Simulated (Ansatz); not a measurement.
Species: C$_{2}$H$_{8}$O$_{2}$Te, charge 0, multiplicity 1. SMILES: [Te](C)(C)(O)O
Structure (B3LYP-D3(BJ)/def2-TZVP (Ansatz, a quantum-chemistry and plane-wave program) minimum search):
```xyz
13

O     -0.1716    -0.5182     1.9982
Te     0.0277     0.3171     0.0990
C      1.4858    -1.1888    -0.2271
C     -1.6647    -0.8557    -0.4113
O      0.1860     0.6824    -1.9469
H     -0.1382     0.1698     2.6711
H      1.4186    -1.4734    -1.2729
H      2.4654    -0.7693    -0.0106
H      1.2616    -2.0004     0.4587
H     -2.5536    -0.2386    -0.3041
H     -1.5381    -1.1608    -1.4458
H     -1.6951    -1.6878     0.2859
H      0.2952     1.6250    -2.1107
```

Wanted: atomisation energy (electronic, to ground-state atoms), in eV. Valence correlation only, unless marked. UHF or UKS for open shells. Spin-orbit coupling is left out. The frozen core is the preceding noble-gas configuration, with the filled d and f shells of earlier blocks. Past Kr the def2 sets carry scalar-relativistic core potentials. The coupled-cluster limit lacks core correlation, which all-electron functionals hold. Basis-set limits of correlation are two-point, X^-3; Hartree-Fock from the larger set. [CCSD(T)-MP2]/basis is that difference in the basis named.

```tsv
level	program	atomisation energy (eV)	minus last row
PBE/def2-TZVPD	Ansatz	46.84	0.75
BLYP/def2-TZVPD	Ansatz	45.63	-0.46
revPBE-D4/def2-TZVPD	Ansatz + dftd4	45.95	-0.14
r2SCAN/def2-TZVPD	Ansatz	46.00	-0.09
PBE0-D3(BJ)/def2-TZVPD	Ansatz + dftd3	45.82	-0.27
PBE0/def2-TZVPD	Ansatz	45.55	-0.54
BHLYP/def2-TZVPD	Ansatz	43.66	-2.43
r2SCANh-D4/def2-TZVPD	Ansatz + dftd4	45.62	-0.47
HSE06-D4/def2-TZVPD	Ansatz + dftd4	45.83	-0.26
B2GP-PLYP-D4/def2-TZVPD	Ansatz + dftd4	45.18	-0.91
B2PLYP-D3(BJ)/def2-TZVPD	Ansatz + dftd3	45.51	-0.58
MP2/CBS(def2-TZVPP,def2-QZVPP)	Ansatz	46.98	0.89
RI-MP2/def2-TZVPP	Ansatz	45.47	-0.62
RI-MP2/CBS(def2-TZVPPD,def2-QZVPPD)	Ansatz	46.92	0.83
SCS-MP2/def2-QZVPPD	Ansatz	46.28	0.19
CCSD/def2-QZVPPD	Ansatz	44.76	-1.33
CCSD/CBS(def2-TZVPPD,def2-QZVPPD)	Ansatz	45.14	-0.95
RI-MP2/CBS(def2-TZVPP,def2-QZVPP)+[CCSD(T)-MP2]/def2-SVP	Ansatz	46.56	0.47
RI-MP2/CBS(def2-TZVPPD,def2-QZVPPD)+[CCSD(T)-MP2]/def2-SVPD	Ansatz	46.32	0.23
RI-MP2/CBS(def2-TZVPP,def2-QZVPP)+[CCSD(T)-MP2]/def2-TZVPP	Ansatz	46.24	0.15
CCSD(T)/CBS(def2-TZVPPD,def2-QZVPPD)	Ansatz	46.09	0.00
```
